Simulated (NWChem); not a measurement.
CHO₂, doublet; SMILES O=[C]O

```xyz
4

O     -0.1384     1.1566     0.0000
C      0.4220     0.1158     0.0000
O     -0.0498    -1.1088     0.0000
H     -1.0268    -1.0775     0.0000
```
Atoms are numbered in this order, from 1.

Results from NWChem. Pople sets run with spherical d functions. Spin-unrestricted. In the optimisation the excess spin sits in a' (Cs, its own frame). Coordinates come from a PBE0/def2-SVP, spin-unrestricted optimisation. No stability test was run on the SCF state. Level PBE0/6-31G*: single points from the atomic guess with DIIS by default; each run changes one setting, and all converged runs end within 0.3 mHa of each other.

Q: Which setting needs the most SCF iterations, or fails (defaults; DIIS on 3 Fock matrices; no level shifting; occupation smearing of 0.005 Ha; DIIS on 20 Fock matrices; level shift of 0.5 Ha throughout)?

A: level shift of 0.5 Ha throughout, with 17 against 9 for the defaults.
```csv
setting,SCF iterations
defaults,9
DIIS on 3 Fock matrices,10
no level shifting,9
DIIS on 20 Fock matrices,9
level shift of 0.5 Ha throughout,17
occupation smearing of 0.005 Ha,9
```
